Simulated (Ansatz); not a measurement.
Basis-set extrapolation for CH₄AlNO, SMILES `N=[CH][AlH][OH]` (PBE0-D4/def2-TZVP geometry, frozen core, Ansatz). Multiplicity 1, RHF reference.

|  | def2-TZVPP | def2-QZVPP |
| --- | --- | --- |
| HF | -411.532214 | -411.547589 |
| MP2 correlation | -0.679924 | -0.730310 |
| CCSD(T) correlation | -0.732588 | not run |

Energies in hartree. Use E(X) = E(∞) + A·exp(−7.88·√X) for Hartree–Fock and E(X) = E(∞) + B·X^(−2.97) for correlation, with X = 3 and 4, and add CCSD(T) minus MP2 of the smaller set to the MP2 limit.

What is the CCSD(T) energy at the basis-set limit?

HF limit: -411.547589 + (-0.015375) × 0.13774 = -411.54971. MP2 limit: -0.730310 + (-0.050386) × 0.74074 = -0.76763. Higher-order term: -0.732588 − (-0.679924) = -0.05266. Total: -412.37000 hartree, 66.0 kcal/mol below CCSD(T)/def2-TZVPP.
